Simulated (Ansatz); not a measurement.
Geometry optimisation, RKS PBE/6-31G* (Ansatz 0.2.0).

Input file:

```yaml
crystal:
  periodic: [false, false, false]
  atoms:
    - { symbol: Al, position_ang: [0.0, 0.0, 0.0] }
    - { symbol: H, position_ang: [0.0, 0.0, 1.91] }
    - { symbol: O, position_ang: [1.5415, 0.0, -0.89] }
    - { symbol: Si, position_ang: [2.3874, -1.376, -1.352] }
    - { symbol: H, position_ang: [1.4599, -2.3514, -1.9176] }
    - { symbol: H, position_ang: [3.3882, -1.0195, -2.3535] }
    - { symbol: H, position_ang: [3.0504, -1.9546, -0.187] }
    - { symbol: H, position_ang: [-1.351, 0.0, -0.78] }
    - { symbol: "N", position_ang: [0.0995, 2.1044, 0.7] }
    - { symbol: H, position_ang: [0.493, 2.3259, 1.659] }
    - { symbol: Si, position_ang: [-0.4946, 3.4493, -0.3727] }
    - { symbol: H, position_ang: [-0.8503, 2.9081, -1.6811] }
    - { symbol: H, position_ang: [-1.6691, 4.0718, 0.2314] }
    - { symbol: H, position_ang: [0.5582, 4.4485, -0.5299] }
    - { symbol: H, position_ang: [0.0486, 1.0269, 1.8385] }
basis:
  gaussian: { orbitals: "6-31G*" }
hamiltonian:
  xc: pbe
relax:
  f_tol: 0.15
  max_steps: 25
  restrain:
    - { distance: [0, 8], at: 1.92, k: 30.0 }
    - { distance: [14, 1], at: 0.66, k: 30.0 }
    - { distance: [0, 1], at: 2.76, k: 30.0 }
    - { distance: [14, 8], at: 2.26, k: 30.0 }
output:
  orbitals: {}
```

Launched with:

```bash
$ ansatz run input.yaml --threads 2 --pin off --max-ram 3072MiB --backend cpu --events-out ev --progress --plain --runs-dir out
```

Q: Where does it end, and by what steps?

A: The run converged. The restraints hold the end off the free minimum. After 13 steps the energy has fallen by 2.869 eV (the restraints' own energy left out); H10 moved furthest, 1.05 Å. Joined: H2–H15 (1.03 → 0.72 Å).

```tsv
step	energy less start (eV)	largest force component (eV/Å)	accepted
0	0.0000	3.688	yes
1	-0.8084	4.462	yes
2	-1.5438	4.099	yes
3	-2.2977	2.835	yes
4	-2.6552	1.193	yes
5	-2.7271	1.433	yes
6	-2.7768	0.734	no
7	-2.7542	1.480	yes
8	-2.7832	1.435	yes
9	-2.8125	1.473	yes
10	-2.8385	1.482	yes
11	-2.8530	1.250	yes
12	-2.8610	1.445	yes
13	-2.8694	1.565	yes
```

```xyz
15
Properties=species:S:1:pos:R:3
Al 0.248 0.593 -0.599
H -0.257 0.023 2.056
O 1.673 -0.363 -0.530
Si 2.499 -1.673 -1.125
H 1.579 -2.633 -1.828
H 3.545 -1.229 -2.107
H 3.177 -2.401 -0.002
H -1.059 0.127 -1.364
N 0.288 2.275 0.233
H 1.105 2.474 0.820
Si -0.734 3.639 -0.154
H -1.715 3.157 -1.181
H -1.502 4.168 1.027
H 0.030 4.802 -0.733
H -0.213 0.676 1.762
```

Time of the run: 54 s on 2 threads of Arm Neoverse V1, with other jobs on the host, peak memory 0.17 GiB.
